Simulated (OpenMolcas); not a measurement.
neutral sulfur: effect of the level shift or regulariser

- Program: OpenMolcas
- Basis: ANO-RCC-VTZP [5s4p2d1f]
- Scalar Hamiltonian: DKH2, point nucleus
- Active space: 6 electrons in 4 orbitals (3s 3p)
- State averaging: 2S+1 = 3 even, 3 roots; 2S+1 = 1 even, 6 roots; 2S+1 = 3 odd, 3 roots (0 in the spin-orbit step)
- Spin-orbit coupling: RASSI with atomic mean-field integrals over the reference wave functions, term energies averaged over their components

Methods on the same reference wave functions:
A. CASSCF
B. SS-CASPT2, IPEA 0.25 Eh, imaginary shift 0.1 Eh (closed shells correlated: 2s 2p)
C. SS-CASPT2, IPEA 0.25 Eh, real shift 0.2 Eh (closed shells correlated: 2s 2p)

Energies in cm⁻¹ above 3s² 3p⁴ ³P₂, the measured ground level; measured values from NIST Handbook of Basic Atomic Spectroscopic Data.

| Level | A | B | C | Measured |
| --- | --- | --- | --- | --- |
| 3s² 3p⁴ ³P₂ | 0.0 | 0.0 | 0.0 | 0.0 |
| 3s² 3p⁴ ³P₁ | 367 | 369 | 369 | 396 |
| 3s² 3p⁴ ³P₀ | 536 | 538 | 538 | 574 |
| 3s² 3p⁴ ¹D₂ | 11740 | 9590 | 9620 | 9239 |
| 3s² 3p⁴ ¹S₀ | 21467 | 22130 | 22130 | 22180 |

Deviations, from unrounded energies. A percentage is the sum of absolute deviations over the sum of measured energies, with the sign that they share, or ± where signs differ.

| Against measurement | Levels | A | B | C |
| --- | --- | --- | --- | --- |
| mean absolute deviation (cm-1) | 4 | 820 | 120 | 120 |
| fine structure of the ground term (%) | 2 | -6.8 | -6.5 | -6.5 |
| other terms of the ground configuration (%) | 2 | ±10.2 | ±1.3 | ±1.4 |

B, C lie about equally close to measurement and A furthest from it. The largest miss of B in the table is 3s² 3p⁴ ¹D₂, by +350 cm-1. The ranking rests on the paired levels alone, and a cruder setting can come out closer through cancelling errors.

Between B and C the level of the table that moves most is 3s² 3p⁴ ¹D₂, by 27 cm-1 (lowest in B, highest in C). Moves below CASPT2's spread within the term are not significant.

The two smallest mean deviations differ by little beside CASPT2's spread within terms, so their order carries little weight.

From A to B the spin-free energies of the other terms of 3s² 3p⁴ shown, above ³P, scale by factors of 0.81 to 1.03.

The lowest spin-free term lies below A's lowest term by 0.144 hartree in B, 0.143 hartree in C.

CASPT2 does not keep the components of a term degenerate, so their means are used; among the terms shown or strongly mixed into the levels shown the widest spread is 160 cm-1 (3s² 3p⁴ ¹D, B). No level of 3s 3p⁵ was computed, though it lies in the active space. Without dynamic correlation excited terms often stand tens of per cent too high (terms of higher spin than the ground term too low), and those without a measured partner can miss by more than the paired ones (holds for A). Computed and measured levels are paired by configuration, term and J; levels that our copy of the source lacks, or whose pairing is in doubt (as where it misses far off the trend of its configuration), stay unpaired and out of the deviations. Levels of configurations outside the active space are missing.
